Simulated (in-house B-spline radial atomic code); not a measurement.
Configurations of Ag IV (Ag3+), with energies counted from [Kr] (4d3/2)4 (4d5/2)4. All numbers are computed (Dirac-Hartree-Fock, average of each configuration as written; Fermi nucleus of rms radius 4.5454 fm) with an all-electron radial atomic-structure program (B-spline basis), not measured. Energies include first-order Breit, QED and recoil terms.

Occupations are held fixed; configurations that lie above the ionisation limit could autoionise.

```csv
configuration,E - E(ref) (eV),highest orbital,its <r> (bohr)
[Kr] (4d3/2)3 (4d5/2)5,0.72793,4d5/2,1.247
[Ar] 3d10 4s2 (4p1/2)2 (4p3/2)3 (4d3/2)4 (4d5/2)4 5s1,71.072,5s1/2,2.328
[Ar] 3d10 4s2 (4p1/2)1 (4p3/2)4 (4d3/2)2 (4d5/2)6 (6p3/2)1,97.727,6p3/2,5.287
[Ar] 3d10 4s2 (4p1/2)2 (4p3/2)3 (4d3/2)4 (4d5/2)4 (8p1/2)1,101.28,8p1/2,12.46
[Ar] 3d10 4s2 (4p1/2)1 (4p3/2)4 (4d3/2)2 (4d5/2)6 (5f5/2)1,103.49,5f5/2,7.043
```

Question: Order these further configurations by energy, lowest first.
A. [Kr] (4d3/2)4 (4d5/2)3 8s1
B. [Kr] (4d3/2)2 (4d5/2)6
C. [Ar] (3d3/2)3 (3d5/2)6 4s2 4p6 (4d3/2)4 (4d5/2)4 (8g9/2)1
D. [Ar] 3d10 4s2 (4p1/2)1 (4p3/2)4 (4d3/2)3 (4d5/2)6
E. [Kr] (4d3/2)2 (4d5/2)5 (8f7/2)1

Answer: B (1.1144 eV), A (42.452 eV), E (47.462 eV), D (63.015 eV), C (420.93 eV).

Question: How far above the reference does [Kr] (4d3/2)3 (4d5/2)4 (8g7/2)1 lie?

Answer: 47.112 eV; its least bound orbital is 8g7/2 with <r> = 21.46 bohr.
